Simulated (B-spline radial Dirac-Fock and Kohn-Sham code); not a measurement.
# The B-like isoelectronic sequence (5 electrons), Z = 64 to 77

Method: Dirac-Fock (average of configuration) total-energy differences with a finite nucleus, the Breit interaction including its frequency dependence, and self-energy and vacuum-polarisation corrections. Computed with a radial atomic solver. Binding energies in eV, tabulated ground configurations ([He] 2s2 2p1 throughout). Correlation energy is missing from these numbers.

```
  ion       1s       2s  outermost level  NIST ionisation energy
Gd⁵⁹⁺  56593.4  13675.8     13011.4 (2p)               13521 ± 7
Tb⁶⁰⁺  58527.2  14161.9     13456.9 (2p)              14003 ± 10
Dy⁶¹⁺  60499.1  14658.3     13910.8 (2p)              14495 ± 12
Ho⁶²⁺  62511.1  15165.4     14373.0 (2p)              14998 ± 15
Er⁶³⁺  64562.9  15683.4     14843.7 (2p)              15511 ± 19
Tm⁶⁴⁺  66655.5  16212.4     15323.0 (2p)              16036 ± 24
Yb⁶⁵⁺  68788.7  16752.5     15810.9 (2p)              16570 ± 30
Lu⁶⁶⁺  70963.6  17303.9     16307.4 (2p)              17120 ± 40
Hf⁶⁷⁺  73181.4  17867.1     16812.8 (2p)              17680 ± 40
Ta⁶⁸⁺        ?        ?                ?                       ?
 W⁶⁹⁺  77746.0  19028.8     17850.0 (2p)               18872 ± 3
Re⁷⁰⁺  80094.5  19627.9     18382.1 (2p)              19420 ± 60
Os⁷¹⁺  82487.6  20239.4     18923.4 (2p)              20030 ± 60
Ir⁷²⁺  84927.0  20863.6     19473.8 (2p)              20650 ± 70
```

Q: Fill in the row of Ta⁶⁸⁺.

A: 1s 75441.9, 2s 18442.0, outermost 17326.9 (2p), NIST 18250 ± 50 eV.

NIST's values are for the lowest levels; a dash marks a value that is missing or belongs to another shell. Their kind here: semi-empirical, theoretical. Where a p, d or f shell is open in either ion the computed value averages over both j values and all terms, while the table refers to the lowest levels; that difference holds spin-orbit splitting (largest in heavy or highly charged ions), term energies where several electrons share open shells, and correlation, and it can reach 10 % or more.
